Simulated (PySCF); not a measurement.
CN, doublet, at a GFN2-xTB geometry. Base run: BLYP/6-31G* in PySCF.

Input for PySCF:
```python
from pyscf import gto, scf, dft

mol = gto.Mole()
mol.atom = '''
    C    -0.000000   -0.000000   -0.611542
    N     0.000000    0.000000    0.524179
'''
mol.basis = '6-31g*'
mol.charge = 0
mol.spin = 1
mol.verbose = 4
mol.symmetry = True
mol.build()

mf = dft.UKS(mol)
mf.xc = 'blyp'
mf.kernel()
mf.analyze()
```

Each row names what was changed in the base input (with any setting that the change needs).

```json
[
 {"change": "base", "ΔE vs base (mEh)": "0.000", "point group used": "Coov", "SCF cycles": "9"},
 {"change": "symmetry = off", "ΔE vs base (mEh)": "0.000", "point group used": "C1", "SCF cycles": "9"},
 {"change": "symmetry_subgroup = C2v", "ΔE vs base (mEh)": "0.000", "point group used": "C2v", "SCF cycles": "9"}
]
```

Open shells are given as the SCF converged; they aren't shown to be the lowest states, and a large step between rows can be another state.
